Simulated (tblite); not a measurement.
indium atom (In), doublet (GFN-xTB shapes and energies of metal compounds can be far from the true ones); GFN1-xTB run with tblite.

Here is a job for tblite.
```
$ tblite run mol.xyz --method gfn1 --charge 0 --spin 1 --etemp 2000 --json tblite.json --no-restart

# file mol.xyz
1

In     0.00000000     0.00000000     0.00000000
```

Problem. Write the output that tblite gives for this input, abridged.

Solution. 
```
xTB calculator
 | screened Coulomb repulsion
 | Coulomb electrostatics
 |  * isotropic Klopman-Ohno-Mataga-Nishimoto electrostatics
 |  * onsite third-order electrostatics
 | DFT-D3(BJ) dispersion correction

halogen bonding energy    0.0000000000000E+00 Eh
repulsion energy          0.0000000000000E+00 Eh
dispersion energy         0.0000000000000E+00 Eh
number of electrons       3.0000000000000E+00 e
integral cutoff           4.0000000000000E+01 bohr

------------------------------------------------------------
  cycle        total energy    energy error   density error
------------------------------------------------------------
      1     -1.393228065945  -1.3932281E+00   6.3788354E-01
      2     -1.393228721647  -6.5570161E-07   3.8040878E-01
      3     -1.393229086659  -3.6501162E-07   1.2796616E-05
------------------------------------------------------------

electronic energy        -1.3932290866586E+00 Eh
total energy             -1.3932290866586E+00 Eh

Post processing:
 | Mayer-Wiberg bond orders

[Info] JSON dump of results written to 'tblite.json'
```
